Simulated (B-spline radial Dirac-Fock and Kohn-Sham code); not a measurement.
Two-hole binding energies of Nd³⁺

System: the Nd³⁺ ion, [Xe] 4f3, inside a Watson sphere of charge -3 and radius 2.4 Å (a model of the Madelung potential; inside it an electron's potential energy is raised by 18.0 eV).

Input file task.json (cfg lists n, l and occupation; rrms is the nuclear radius in fm):

```json
{"items": [{
  "Z": 60,
  "q": 3,
  "cfg": [[1, 0, 2], [2, 0, 2], [2, 1, 6], [3, 0, 2], [3, 1, 6], [3, 2, 10], [4, 0, 2], [4, 1, 6], [4, 2, 10], [4, 3, 3], [5, 0, 2], [5, 1, 6]],
  "A": 142,
  "rrms": 4.9123,
  "watson": [-3, 2.4],
  "do": ["binding", "quiet", "double"]
}]}
```

Launch: `python xray_run.py task.json out`

Level of theory: ΔSCF Dirac-Fock with Breit, self-energy and vacuum polarisation, finite nucleus, configuration average; an atomic code on a B-spline grid. U is the two-hole binding energy less the two single-hole energies, the effective repulsion of the holes after relaxation. Each two-hole energy is an average over J within one jj subconfiguration.

```tsv
holes	E(a) (eV)	E(b) (eV)	E(ab) (eV)	U (eV)
1s⁻¹ 2p1/2⁻¹	43587.5	6743.3	50628.7	297.9
2s⁻²	7153.1	7153.1	14474.9	168.7
2s⁻¹ 2p1/2⁻¹	7153.1	6743.3	14055.6	159.2
2s⁻¹ 3p3/2⁻¹	7153.1	1322.3	8545.3	69.9
2p1/2⁻¹ 3s⁻¹	6743.3	1601.1	8415.3	70.9
2s⁻¹ 3d3/2⁻¹	7153.1	1022.1	8252.6	77.5
2p1/2⁻¹ 3p3/2⁻¹	6743.3	1322.3	?	?
2p3/2⁻¹ 3s⁻¹	6229.6	1601.1	7900.8	70.1
2p1/2⁻¹ 3d5/2⁻¹	6743.3	1000.2	7821.5	78.0
2p3/2⁻¹ 3p1/2⁻¹	6229.6	1426.7	7731.8	75.5
2p3/2⁻¹ 3d5/2⁻¹	6229.6	1000.2	7305.0	75.3
3d5/2⁻²	1000.2	1000.2	2059.9	59.6
4d3/2⁻¹ 4d5/2⁻¹	143.6	139.7	306.9	23.7
5p3/2⁻²	34.17	34.17	81.40	13.1
```

Problem. Give the missing two-hole energy and U.

Solution. E(ab) = 8138.5 eV and U = 72.9 eV.

Values without a named source are computed, but for edge energies of neutral atoms, which are taken from tables.
